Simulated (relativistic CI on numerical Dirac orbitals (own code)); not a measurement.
# Electric-dipole transitions in Tm63+

These numbers are calculated, not measured: Dirac-Coulomb-Breit CI, orbitals from a KLI potential per configuration, model QED, unscaled Slater integrals (own radial code, finite nucleus).

Configuration list (outside the closed core 1s2): 2s²2p², 2s2p³, 2p⁴, 2p³3s, 2p³3p, 2p³3d, 2s²2p3s, 2s²2p3p, 2s²2p3d, 2s2p²3s, 2s2p²3p, 2s2p²3d, 2s²2p4s, 2s²2p4p, 2s²2p4d, 2s²2p4f. Levels of other configurations are missing.

```tsv
λ vac (nm)	Lower	Upper	A (s⁻¹)	E lower (10³ cm⁻¹)	E upper (10³ cm⁻¹)
0.13282	2s²2p² ¹D2 [3]	2s²2p3d ³F°3 [66]	1.05e+15	8387.8	83678.7
0.13302	2s²2p² ³P0 [1]	2s²2p3d ³D°1 [32]	1.38e+15	0.0	75178.7
0.13330	2s2p³ ³D°3 [9]	2s2p²3d ³F4 [163]	1.14e+15	18797.7	93818.0
0.13331	2s2p³ ³P°2 [4]	2s2p²3d ³D2 [96]	1.04e+15	10420.2	85431.7
0.13342	2s2p³ ³D°1 [5]	2s2p²3d ³F2 [107]	1.31e+15	11078.0	86028.9
0.13344	2s2p³ ³P°2 [4]	2s2p²3d ³D3 [92]	1.11e+15	10420.2	85357.7
0.14760	2s2p³ ³P°2 [16]	2s2p²3d ³D3 [185]	1.31e+15	27460.9	95213.4
0.14789	2s²2p² ³P2 [6]	2s²2p3d ³D°3 [74]	1.76e+15	16793.7	84411.4
0.14816	2s²2p² ³P1 [2]	2s²2p3d ³P°2 [33]	1.04e+15	8241.3	75735.4
0.14820	2s²2p² ³P2 [6]	2s²2p3d ³P°2 [72]	8.63e+14	16793.7	84271.6
0.14841	2s²2p² ¹D2 [3]	2s²2p3d ³F°3 [34]	1.13e+15	8387.8	75768.8
0.14847	2s2p³ ⁵S°2 [8]	2s2p²3d ³F3 [102]	1.48e+15	18448.3	85800.4
0.14853	2s2p³ ¹P°1 [17]	2s2p²3d ¹D2 [188]	1.91e+15	28101.2	95429.5
0.14856	2s2p³ ³D°3 [9]	2s2p²3d ³F4 [111]	1.48e+15	18797.7	86109.1
0.14862	2s2p³ ³P°2 [4]	2s2p²3d ³D3 [39]	1.13e+15	10420.2	77706.4
0.14865	2s2p³ ³D°3 [9]	2s2p²3d ³D3 [109]	8.79e+14	18797.7	86067.7
0.14876	2s2p³ ³S°1 [11]	2s2p²3d ³P2 [117]	1.37e+15	19418.7	86642.2
0.14891	2s2p³ ¹D°2 [12]	2s2p²3d ¹F3 [119]	1.63e+15	19498.8	86653.9
0.14932	2p⁴ ³P2 [14]	2p³3d ³D°3 [131]	1.84e+15	21810.6	88781.9
0.14977	2s2p³ ³D°1 [5]	2s2p²3d ³F2 [40]	1.02e+15	11078.0	77846.4
```

Terms are leading LS components. Brackets give the number of a level in order of energy, since labels repeat. The list gives strong lines, with weight on those to low levels, without lines whose two gauges differ by over a factor of 2.5, among the lowest 200 of 274 levels, so that lines to higher ones, which can be the strongest, are missing. Levels whose partners in the same complex of configurations lie outside the list can be far off, and so can their lines. Rates are taken at the computed energies, electric ones in the length gauge.

At this charge energies of transitions that change n are usually good to better than 1 %, and those within a shell (Δn = 0) to a few per cent.

LS names give the leading component of a level, which can be under half, so a name can repeat, a term be missing and a line seem to break the LS rules.
